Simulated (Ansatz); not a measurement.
`CC[O][In]([Cl])[Cl]`, charge 0, multiplicity 1.

Problem. Give a relaxed structure at PBE0-D4/def2-TZVP (Ansatz). (An estimate is asked.)

Solution. The calculation gave: 
Cartesian coordinates in Å:
```
C 0.209 -1.355 0.531
C -0.672 -0.702 -0.510
O -0.013 0.337 -1.207
In 0.433 2.022 -0.311
Cl -0.450 2.480 1.774
Cl 1.756 3.568 -1.370
H -0.302 -2.201 0.998
H 0.464 -0.648 1.329
H 1.134 -1.717 0.077
H -0.960 -1.438 -1.269
H -1.600 -0.345 -0.043
```
This is one stationary point; other conformers may exist.
